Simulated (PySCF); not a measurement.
## Electric field gradients and quadrupole coupling constants

Compound: C4H3F3S.
Z-matrix (Å and degrees, GFN2-xTB geometry), rows numbered from 1:
```
F 
C   1  1.3323
F   2  1.3275  1  107.95
F   2  1.3323  1  107.15  3  -116.00
S   2  1.8385  1  111.84  3   121.04
C   5  1.7175  2   96.52  1    59.99
C   6  1.3017  5  151.38  2   179.84
C   6  1.5011  5  143.99  2    -0.47
H   7  1.0599  6  150.30  8   179.87
H   8  1.0845  6  119.07  7  -106.59
H   8  1.0846  6  119.07  7   106.53
```

Field gradients from the PBE0/pcSseg-1 density (PySCF, non-relativistic), principal values in atomic units, ordered |Vxx| ≤ |Vyy| ≤ |Vzz|:

```
atom     Vxx     Vyy      Vzz
  S5  0.4238  2.4612  -2.8849
```

Q: Find the asymmetry η = (Vxx − Vyy)/Vzz and the couplings χ = eQV/h (234.96 MHz × Q in barn × V in au), with Q(33S) = −0.0678 b.

A: 
```tsv
atom	environment	nucleus	η	χzz (MHz)	χxx (MHz)	χyy (MHz)
S5	sulfide sulfur	33S	0.71	45.96	-6.75	-39.21
```

Q: What is Vzz at S5 in SI units (1 au = 9.71736 × 10²¹ V/m²)?

A: -2.8849 au = -28.034 × 10²¹ V/m².

Q: And the gradient at the other heavy atoms, for which no coupling is worked out here?

A: 
| atom | environment | Vzz (au) | η |
| --- | --- | --- | --- |
| F1 | fluorine of a CF3 group | 2.964 | 0.04 |
| C2 | CF3 carbon | -0.257 | 0.06 |
| F3 | fluorine of a CF3 group | 2.953 | 0.01 |
| F4 | fluorine of a CF3 group | 2.964 | 0.04 |
| C6 | fully substituted alkene carbon | -0.379 | 0.21 |
| C7 | alkene CH carbon | -0.186 | 0.54 |
| C8 | allylic carbon | 0.217 | 0.55 |

Q: What couplings would deuterons (Q(2H) = 0.00286 b) have in place of the hydrogens, at this geometry?

A: 
```json
{"atom": "H9", "bonded to": "C7", "bond length (Å)": "1.060", "Vzz (au)": "0.3742", "η": "0.02", "χzz (kHz)": "251"}
{"atom": "H10", "bonded to": "C8", "bond length (Å)": "1.084", "Vzz (au)": "0.3189", "η": "0.07", "χzz (kHz)": "214"}
{"atom": "H11", "bonded to": "C8", "bond length (Å)": "1.085", "Vzz (au)": "0.3186", "η": "0.07", "χzz (kHz)": "214"}
```

Isolated species at its GFN2-xTB geometry (one conformer only). GFN2-xTB bond lengths can be off by several hundredths of an ångström, more for odd bonds, and the gradients follow them. With so small a basis the couplings can be 20 % off.

The run behind these numbers computed NMR shieldings as well. The run took 19 s of wall time (with the writing of density and orbital grids) on Arm Neoverse V2, one thread, shared host with 192 logical CPUs at a one-minute load of 36, and the process peaked at 0.72 GiB of memory.
